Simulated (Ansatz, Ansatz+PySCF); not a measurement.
```yaml
atoms:
  - { symbol: C, position_ang: [1.2508, 1.2508, 1.2508] }
  - { symbol: C, position_ang: [1.2508, 1.2508, -1.2508] }
  - { symbol: C, position_ang: [1.2508, -1.2508, 1.2508] }
  - { symbol: C, position_ang: [1.2508, -1.2508, -1.2508] }
  - { symbol: C, position_ang: [-1.2508, 1.2508, 1.2508] }
  - { symbol: C, position_ang: [-1.2508, 1.2508, -1.2508] }
  - { symbol: C, position_ang: [-1.2508, -1.2508, 1.2508] }
  - { symbol: C, position_ang: [-1.2508, -1.2508, -1.2508] }
  - { symbol: C, position_ang: [0.0000, 0.7731, 2.0239] }
  - { symbol: C, position_ang: [0.0000, 0.7731, -2.0239] }
  - { symbol: C, position_ang: [0.0000, -0.7731, 2.0239] }
  - { symbol: C, position_ang: [0.0000, -0.7731, -2.0239] }
  - { symbol: C, position_ang: [2.0239, 0.0000, 0.7731] }
  - { symbol: C, position_ang: [-2.0239, 0.0000, 0.7731] }
  - { symbol: C, position_ang: [2.0239, 0.0000, -0.7731] }
  - { symbol: C, position_ang: [-2.0239, 0.0000, -0.7731] }
  - { symbol: C, position_ang: [0.7731, 2.0239, 0.0000] }
  - { symbol: C, position_ang: [0.7731, -2.0239, 0.0000] }
  - { symbol: C, position_ang: [-0.7731, 2.0239, 0.0000] }
  - { symbol: C, position_ang: [-0.7731, -2.0239, 0.0000] }
  - { symbol: H, position_ang: [1.8859, 1.8859, 1.8859] }
  - { symbol: H, position_ang: [1.8859, 1.8859, -1.8859] }
  - { symbol: H, position_ang: [1.8859, -1.8859, 1.8859] }
  - { symbol: H, position_ang: [1.8859, -1.8859, -1.8859] }
  - { symbol: H, position_ang: [-1.8859, 1.8859, 1.8859] }
  - { symbol: H, position_ang: [-1.8859, 1.8859, -1.8859] }
  - { symbol: H, position_ang: [-1.8859, -1.8859, 1.8859] }
  - { symbol: H, position_ang: [-1.8859, -1.8859, -1.8859] }
  - { symbol: H, position_ang: [0.0000, 1.1656, 3.0514] }
  - { symbol: H, position_ang: [0.0000, 1.1656, -3.0514] }
  - { symbol: H, position_ang: [0.0000, -1.1656, 3.0514] }
  - { symbol: H, position_ang: [0.0000, -1.1656, -3.0514] }
  - { symbol: H, position_ang: [3.0514, 0.0000, 1.1656] }
  - { symbol: H, position_ang: [-3.0514, 0.0000, 1.1656] }
  - { symbol: H, position_ang: [3.0514, 0.0000, -1.1656] }
  - { symbol: H, position_ang: [-3.0514, 0.0000, -1.1656] }
  - { symbol: H, position_ang: [1.1656, 3.0514, 0.0000] }
  - { symbol: H, position_ang: [1.1656, -3.0514, 0.0000] }
  - { symbol: H, position_ang: [-1.1656, 3.0514, 0.0000] }
  - { symbol: H, position_ang: [-1.1656, -3.0514, 0.0000] }
```

Basis set: def2-SVP (spherical functions). Frozen core: 20 orbitals. Charge 0, multiplicity 1.

Computed with Ansatz (development build ahead of 0.2.0); each method stands on the lowest determinant of its kind that the runs found. Restricted open shells among the atoms or ions are ROHF, correlated in semicanonical orbitals with singles.

The atomization energy at this shape (free ground-state atoms in the same class of orbitals less the molecule, no zero-point energy) of singlet C20H20:

```json
{"method": "RHF-MP2", "atomization energy": "198.61 eV"}
```

What does RHF give?

154.34 eV.
